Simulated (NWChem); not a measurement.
C[S][Al]([OH])[F] (CH4AlFOS), optimised at PBE0/def2-SVP with NWChem:

```
Property                           Value
---------------------------------  -----
highest occupied level (eV)        -7.14
orbital gap (eV)                    6.67
dipole (D)                          2.47
highest harmonic frequency (cm⁻¹)   3992
zero-point energy (kcal/mol)        35.0
```

All stand in one matching conformer (torsions within 35°), which need not be the lowest.

One F atom is replaced by H, giving [AlH]([S]C)[OH] (CH5AlOS), optimised at the same level. How do these values move?


| quantity | new value | change |
|---|---|---|
| highest occupied level (eV) | -6.89 | +0.25 |
| orbital gap (eV) | 6.61 | -0.06 |
| dipole (D) | 2.09 | -0.38 |
| highest harmonic frequency (cm⁻¹) | 3992 | 0 |
| zero-point energy (kcal/mol) | 37.6 | +2.6 |
